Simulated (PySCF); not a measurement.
BF, SMILES [B]F (connectivity only; charge and spin as stated), charge +1, multiplicity 2. Coordinates come from a PBE0-D3(BJ)/def2-TZVPD optimisation.

Level of theory: PBE0-D3(BJ)/def2-TZVPD (PySCF).

Harmonic wavenumbers (cm⁻¹): 1717. Rotational constants (GHz): 49.90 (linear); symmetry number 1.

**Question.** Work out the zero-point energy and the ideal-gas rigid-rotor harmonic-oscillator thermochemistry at 298.15 K and 1 atm.

**Answer.** ZPE = ½ Σ hcν = ½ × 1717 cm⁻¹ = 2.46 kcal/mol. H − E(el) = 4.53 kcal/mol. Entropy in cal/(mol K): translation 36.11, rotation 11.57, vibration 0.00, spin 1.38, total 49.07. G − E(el) = -10.10 kcal/mol. Cp = 6.99 cal/(mol K).
